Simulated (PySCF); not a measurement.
Species: C5H16N2Si2.
InChI=1S/C5H16N2Si2/c1-5-4-8-6-9(5)7(2)3/h5-6,9H,4,8H2,1-3H3/t5-,9+/m1/s1

The closed-shell ground state was solved at several levels (PySCF, density fitting, gas phase, non-relativistic). One conformer (not necessarily the lowest) at the PBE0-D3(BJ)/def2-SVP geometry, without solvent, vibrations or thermal averaging.

```json
{"level": "PBE0/def2-SVPD", "basis functions": "316", "total energy (Eh)": "-887.7368", "HOMO (eV)": "-6.17", "LUMO (eV)": "0.45", "gap (eV)": "6.62", "dipole (D)": "0.87"}
{"level": "KT3/pcSseg-1", "basis functions": "247", "total energy (Eh)": "-898.1423", "HOMO (eV)": "-5.00", "LUMO (eV)": "-0.09", "gap (eV)": "4.91", "dipole (D)": "0.92"}
```

Q: What might PBE0/pcSseg-1 (247 basis functions) give for the same quantities?

A: Total energy -888.0574 Eh, HOMO -6.14 eV, LUMO 0.84 eV, gap 6.98 eV, dipole 0.97 D.

Q: Over all these levels, which gives the widest orbital gap and which the narrowest?

A: PBE0/pcSseg-1 (global hybrid, 25 % exact exchange) has the widest, 6.98 eV, and KT3/pcSseg-1 (GGA) the narrowest, 4.91 eV. The two share the basis. From the narrowest to the widest the HOMO moves by -1.14 eV and the LUMO by +0.93 eV.

Q: How far do the dipole and the HOMO energy spread over the levels?

A: The dipole runs from 0.87 to 0.97 D (mean 0.92 D) and the HOMO from -6.17 to -5.00 eV.
